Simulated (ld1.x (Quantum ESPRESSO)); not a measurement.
## Transferability test, PAW potential for C (Z = 6)

carbon, PAW, made with ld1.x (Quantum ESPRESSO) 7.5 (PBE, scalar-relativistic). Core [He], reference 2s1.5 2p2.5. Waves: 2s (bound): rcut 1.05, rcutus 1.20 bohr; 2s channel at -0.7 Ry: rcut 1.05, rcutus 1.20 bohr; 2p (bound): rcut 2.45, rcutus 2.90 bohr; 2p channel at 0.05 Ry: rcut 2.45, rcutus 2.90 bohr; 3d channel at 0.25 Ry: rcut 2.80, rcutus 3.00 bohr; 3d channel at 0.95 Ry: rcut 2.80, rcutus 3.00 bohr. Local part: all-electron potential smoothed inside 1.35 bohr (lloc = -1). Core correction: a·sin(br)/r model core, default radius (ld1.x builds one for every PAW set, though the input has nlcc=.false.). Augmentation charge: BESSEL, radius 1.15 bohr.

Energies are relative to the spin-unpolarised reference configuration 2s1.5 2p2.5; without spin polarisation the order of configurations can differ from experiment. The frozen-core shift is the all-electron ΔE with the core orbitals held at their reference shape minus the fully relaxed ΔE.

Task: Give the all-electron excitation energy and the error of the potential for: 2s2 2p2; 2s2 2p1; 2s2 2p0; 2s1 2p2; 2s1 2p3; 2s0 2p4; 2s1 2p0.

Result:

```
valence configuration  charge  ΔE all-electron (eV)  error AE − PS (meV)  frozen-core shift (meV)
              2s2 2p2       0                -4.236                  +22                     +0.1
              2s2 2p1      +1                 6.626                 +445                     +0.2
              2s2 2p0      +2                30.782                 +688                     +2.5
              2s1 2p2      +1                15.379                 +101                     +0.3
              2s1 2p3       0                 4.242                  +17                     +0.1
              2s0 2p4       0                12.739                  +78                     +1.0
              2s1 2p0      +3                78.976                 +490                      +14
```
